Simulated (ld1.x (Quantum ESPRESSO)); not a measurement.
**An all-electron radial function and its pseudo partner (technetium (Tc))**

Columns: radius, all-electron u(r) and pseudo u(r) of the 4d shell (level -18.19 eV) of technetium in the configuration [Kr] 4d5 5s0.5 5p0; PBE, scalar-relativistic, TM semilocal scheme, ld1.x (Quantum ESPRESSO) 7.5.

```json
{"r (bohr)": "0.140", "all-electron": "0.2565", "pseudo": "-0.0064"}
{"r (bohr)": "0.280", "all-electron": "0.3881", "pseudo": "-0.0476"}
{"r (bohr)": "0.420", "all-electron": "0.1835", "pseudo": "-0.1439"}
{"r (bohr)": "0.560", "all-electron": "-0.1261", "pseudo": "-0.2915"}
{"r (bohr)": "0.700", "all-electron": "-0.4053", "pseudo": "-0.4648"}
{"r (bohr)": "0.840", "all-electron": "-0.6112", "pseudo": "-0.6279"}
{"r (bohr)": "0.980", "all-electron": "-0.7410", "pseudo": "-0.7508"}
{"r (bohr)": "1.120", "all-electron": "-0.8072", "pseudo": "-0.8204"}
{"r (bohr)": "1.260", "all-electron": "-0.8266", "pseudo": "-0.8402"}
{"r (bohr)": "1.400", "all-electron": "-0.8142", "pseudo": "-0.8239"}
{"r (bohr)": "1.540", "all-electron": "-0.7816", "pseudo": "-0.7863"}
{"r (bohr)": "1.680", "all-electron": "-0.7371", "pseudo": "-0.7385"}
{"r (bohr)": "1.820", "all-electron": "-0.6863", "pseudo": "-0.6865"}
{"r (bohr)": "1.960", "all-electron": "-0.6330", "pseudo": "-0.6330"}
{"r (bohr)": "2.100", "all-electron": "-0.5797", "pseudo": "-0.5797"}
{"r (bohr)": "2.240", "all-electron": "-0.5279", "pseudo": "-0.5279"}
{"r (bohr)": "2.380", "all-electron": "-0.4785", "pseudo": "-0.4785"}
{"r (bohr)": "2.520", "all-electron": "-0.4321", "pseudo": "-0.4321"}
{"r (bohr)": "2.660", "all-electron": "-0.3889", "pseudo": "-0.3889"}
{"r (bohr)": "2.800", "all-electron": "-0.3490", "pseudo": "-0.3490"}
{"r (bohr)": "2.940", "all-electron": "-0.3125", "pseudo": "-0.3125"}
{"r (bohr)": "3.080", "all-electron": "-0.2791", "pseudo": "-0.2791"}
{"r (bohr)": "3.220", "all-electron": "-0.2489", "pseudo": "-0.2489"}
{"r (bohr)": "3.360", "all-electron": "-0.2215", "pseudo": "-0.2215"}
{"r (bohr)": "3.500", "all-electron": "-0.1968", "pseudo": "-0.1968"}
{"r (bohr)": "3.640", "all-electron": "-0.1747", "pseudo": "-0.1747"}
```

Q: How many radial nodes do the two functions have?

A: The all-electron 4d function has n − l − 1 = 1; the pseudo-wave has 0, since the states of the same l below it are removed with the core.

Q: At about which radius was the pseudo-wave matched?

A: 2.05 bohr. The columns agree to 0.0005 from 1.82 bohr on; several derivatives are matched, so the curves merge somewhat inside the radius.

Q: Is the pseudo-wave norm-conserving?

A: Yes: the TM semilocal scheme keeps the norm inside the radius equal to the all-electron one, which fixes the energy derivative of the logarithmic derivative at the level.
